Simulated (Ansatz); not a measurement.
Born–Oppenheimer molecular dynamics of ClGaH5N (8 atoms, charge 0, multiplicity 1). It starts at the highest image of a converged band. Of that band: Neighbouring images differ by up to 1.6 eV, so the band resolves the path poorly. A vibrational analysis at the climbing image gives one clearly imaginary mode, 1825i cm⁻¹: a first-order saddle point.

Level of theory: RHF/def2-SVP (Ansatz).

* ensemble: NVE (velocity Verlet)
* time step: 0.5 fs
* steps asked: 200
* starting velocities drawn for: 300 K
* seed: 5535

First frame:

```xyz
8
Properties=species:S:1:pos:R:3
Ga 0.086 -0.384 -0.099
H 0.023 0.070 1.710
Cl 1.940 0.427 -0.888
H -1.286 -0.121 -0.780
N 0.405 -2.043 0.891
H -0.258 -2.801 0.877
H 1.339 -2.419 0.905
H 0.191 -0.907 1.689
```

(1) How far do the bonds stretch over the last three quarters of this one trajectory? (Pairs bonded in most of those frames.)

Results:

(1) 
```
   bond  mean (Å)  spread (Å)  shortest  longest
Ga1–Cl3     2.172       0.010      2.15     2.19
 Ga1–H4     1.560       0.028      1.52     1.61
 Ga1–N5     1.808       0.040      1.75     1.87
  H2–H8     0.753       0.048      0.68     0.82
  N5–H6     1.003       0.019      0.97     1.04
  N5–H7     1.004       0.026      0.96     1.05
```

Mean temperature of the second half: 1831 K. The conserved energy stayed within 0.44 meV per atom of its start (net change -0.068 meV per atom), so the integration is sound. The kinetic energy rose, since the run started high on the potential surface and went downhill. It ends in pieces (ClGaH3N + H2), so much of that is their flight and rotation, not heat. A run of 0.1 ps of so small a system gives no equilibrium averages. The orbitals stay closed-shell, which can raise the energy where a bond breaks towards radicals; this wasn't checked here.

Run time: 5.4 min on 1 thread of Arm Neoverse V1, on a shared host, peak memory 0.17 GiB.
